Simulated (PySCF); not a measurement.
`C1[C@@H](F)[CH2][GeH2][C@H]1F`, C4H8F2Ge

Cartesian coordinates in Å; atom numbers follow the order of the lines, from 1:
```xyz
15

F    -0.263    0.332   -1.878
C     0.636   -0.323   -1.047
C     1.262    0.752   -0.175
Ge   -0.343    1.319    0.840
C    -1.119   -0.524    0.714
F    -2.366   -0.440    0.115
C    -0.158   -1.301   -0.185
H     1.347   -0.836   -1.705
H     2.034    0.322    0.461
H     1.713    1.523   -0.795
H    -0.076    1.784    2.247
H    -1.203    2.309    0.126
H    -1.289   -1.047    1.659
H    -0.722   -1.985   -0.821
H     0.542   -1.876    0.423
```

Computed, not measured: TDDFT B3LYP/def2-SVPD circular dichroism and optical rotation, one conformer, gas phase (PySCF 2.14.0). Geometry: GFN2-xTB.

The calculation is non-relativistic, which matters for the atoms heavier than Zn. States above about 7.7 eV (minus the energy of the highest occupied orbital) lie near or above the ionisation threshold and depend on the basis.

Stereocentres: C2 R, C5 R.

Question: What is the specific rotation at 633, 589.3, 546, 436, 405, 365, 355 nm?

Answer: [α] in deg dm⁻¹ (g/mL)⁻¹:
| λ (nm) | origin-invariant length gauge | modified velocity gauge | length gauge (centre of mass) | isotropic polarisability (au) |
| --- | --- | --- | --- | --- |
| 633 | -4.2 | +2.8 | -4.6 | 78.4 |
| 589.3 | -4.9 | +3.2 | -5.3 | 78.7 |
| 546 | -5.8 | +3.9 | -6.3 | 79.1 |
| 436 | -9.4 | +6.8 | -10.3 | 80.6 |
| 405 | -11.1 | +8.3 | -12.1 | 81.3 |
| 365 | -13.9 | +11.2 | -15.3 | 82.5 |
| 355 | -14.8 | +12.2 | -16.3 | 82.9 |

Where the gauges differ in sign the basis doesn't settle the rotation.

The first excitation lies at 6.95 eV (178 nm) with R = -2.7 × 10⁻⁴⁰ esu² cm² (velocity form).
